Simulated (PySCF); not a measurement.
# Correlation energy of B (boron, neutral)

[He] 2s2 3s1, 2S determinant (an excited configuration). Calculation: PySCF 2.14, in aug-cc-pwCVDZ (5s4p2d, 27 functions); no relativity, point nucleus. Frozen: 1s2; 3 electrons correlated.

```
  level  correlation energy (mhartree)
   CCSD                         -68.06
    (T)                          -0.66
CCSD(T)                         -68.72
  CCSDT                         -69.06
    FCI                         -69.06
```

Diagnostics: T1 = 0.014, D1 = 0.0284, largest double amplitude 0.139, weight of the Hartree-Fock determinant in FCI 0.8971 (8450 determinants).

**Question.** Is a single reference adequate?

**Answer.** Mostly. T1 lies below 0.03, but a double amplitude of this size points to a near-degeneracy that CCSD handles and MP2 describes poorly.
